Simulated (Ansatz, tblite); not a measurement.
Cost and result up the ladder for BeF₂⁻ (3 atoms). The state is a doublet with charge -1. Geometry: PBE-D4/def2-TZVPD.

```
atom   x (Å)   y (Å)   z (Å)
 Be1   0.096  -0.369  -0.160
  F2  -0.076  -0.343   1.284
  F3  -0.019   0.713  -1.124
```

Ansatz on 4 threads of Arm Neoverse V1 on a shared host; xTB runs through tblite on one thread. Times are rough, summed over both states, and most runs start from the orbitals of an earlier one. CCSD(T)/def2-TZVPPD serves as the yardstick here, not as an exact answer. The other state is a singlet.

The xTB rows come from tblite. Correlated methods freeze 2 core orbitals. The structure comes from a short search, and lower isomers may exist.

Correlated methods converge slowly with the basis.

Raw xTB energies of ions are shifted by several eV, and xTB has no spin-polarisation term.

| level | functions | wall time | vertical IE (eV) | difference from CCSD(T)/def2-TZVPPD (eV) | remarks |
| --- | --- | --- | --- | --- | --- |
| GFN1-xTB | 12 | 0.002 s | 4.26 | 3.68 | – |
| GFN2-xTB | 12 | 0.002 s | 2.46 | 1.88 | – |
| PBE-D4/def2-TZVPD (with forces) | 102 | 0.95 s | 0.74 | 0.16 | HOMO above zero (-1 doublet) |
| PBE0-D4/def2-TZVPD | 102 | 1.2 s | 0.75 | 0.17 | HOMO above zero (-1 doublet) |
| r2SCAN-D4/def2-TZVPD | 102 | 1.9 s | 0.72 | 0.15 | HOMO above zero (-1 doublet) |
| CCSD(T)/def2-TZVPPD | 102 | 4.7 s | 0.58 | 0.00 | – |
